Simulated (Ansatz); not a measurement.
Geometry optimisation, RKS BLYP/6-31G (Ansatz 0.2.0).

Input:

```yaml
crystal:
  periodic: [false, false, false]
  atoms:
    - { symbol: C, position_ang: [1.0838, -1.0372, -1.655] }
    - { symbol: C, position_ang: [0.9682, -0.3221, -0.2896] }
    - { symbol: Si, position_ang: [2.2016, 1.1025, -0.1094] }
    - { symbol: C, position_ang: [-0.3805, 0.1351, -0.0187] }
    - { symbol: C, position_ang: [-1.2059, -0.3797, 0.9631] }
    - { symbol: Si, position_ang: [-2.9402, 0.1109, 1.3705] }
    - { symbol: H, position_ang: [2.0654, -1.3821, -1.8664] }
    - { symbol: H, position_ang: [0.8208, -0.2767, -2.4803] }
    - { symbol: H, position_ang: [0.3399, -1.8176, -1.6807] }
    - { symbol: H, position_ang: [1.267, -1.0704, 0.4788] }
    - { symbol: H, position_ang: [2.184, 1.6499, 1.3066] }
    - { symbol: H, position_ang: [1.9461, 2.1952, -1.0467] }
    - { symbol: H, position_ang: [3.555, 0.6181, -0.3831] }
    - { symbol: H, position_ang: [-0.8957, 0.8879, -0.6719] }
    - { symbol: H, position_ang: [-0.8105, -1.1425, 1.6543] }
    - { symbol: H, position_ang: [-3.86721, -1.06067, 1.17052] }
    - { symbol: H, position_ang: [-3.34091, 1.20976, 0.48597] }
    - { symbol: H, position_ang: [-3.04912, 0.55514, 2.77812] }
basis:
  gaussian: { orbitals: "6-31G" }
hamiltonian:
  xc: blyp
relax:
  f_tol: 0.015
  max_steps: 40
```

Command:

```bash
$ ansatz run input.yaml --threads 1 --pin off --max-ram 2048MiB --backend cpu --events-out ev --progress --plain --runs-dir out
```

Q: Where does it end, and by what steps?

A: It converged. Limits of this set-up: no polarisation functions. After 11 steps the energy has fallen by 0.428 eV; H18 moved furthest, 0.40 Å.

```json
{"step": "0", "energy less start (eV)": "0.0000", "largest force component (eV/Å)": "3.463", "accepted": "yes"}
{"step": "1", "energy less start (eV)": "-0.3393", "largest force component (eV/Å)": "1.373", "accepted": "yes"}
{"step": "2", "energy less start (eV)": "-0.3932", "largest force component (eV/Å)": "0.530", "accepted": "yes"}
{"step": "3", "energy less start (eV)": "-0.3954", "largest force component (eV/Å)": "1.001", "accepted": "yes"}
{"step": "4", "energy less start (eV)": "-0.4205", "largest force component (eV/Å)": "0.165", "accepted": "yes"}
{"step": "5", "energy less start (eV)": "-0.4240", "largest force component (eV/Å)": "0.069", "accepted": "yes"}
{"step": "6", "energy less start (eV)": "-0.4255", "largest force component (eV/Å)": "0.083", "accepted": "yes"}
{"step": "7", "energy less start (eV)": "-0.4264", "largest force component (eV/Å)": "0.044", "accepted": "yes"}
{"step": "8", "energy less start (eV)": "-0.4270", "largest force component (eV/Å)": "0.038", "accepted": "yes"}
{"step": "9", "energy less start (eV)": "-0.4274", "largest force component (eV/Å)": "0.025", "accepted": "yes"}
{"step": "10", "energy less start (eV)": "-0.4275", "largest force component (eV/Å)": "0.016", "accepted": "yes"}
{"step": "11", "energy less start (eV)": "-0.4275", "largest force component (eV/Å)": "0.009", "accepted": "yes"}
```

```xyz
18
Properties=species:S:1:pos:R:3
C 1.129 -0.976 -1.781
C 0.972 -0.436 -0.325
Si 2.190 1.078 -0.006
C -0.455 -0.015 -0.022
C -1.183 -0.383 1.064
Si -2.970 0.186 1.406
H 2.169 -1.280 -1.986
H 0.846 -0.211 -2.526
H 0.478 -1.854 -1.940
H 1.275 -1.225 0.390
H 2.181 1.480 1.450
H 1.764 2.266 -0.841
H 3.604 0.704 -0.399
H -0.905 0.654 -0.773
H -0.720 -1.055 1.801
H -3.919 -0.991 1.499
H -3.434 1.088 0.284
H -3.080 0.946 2.712
```

Run time: 71 s on 1 thread of Intel(R) Xeon(R) Platinum 8375C CPU @ 2.90GHz (Ice Lake) (shared host), peak memory 0.18 GiB.
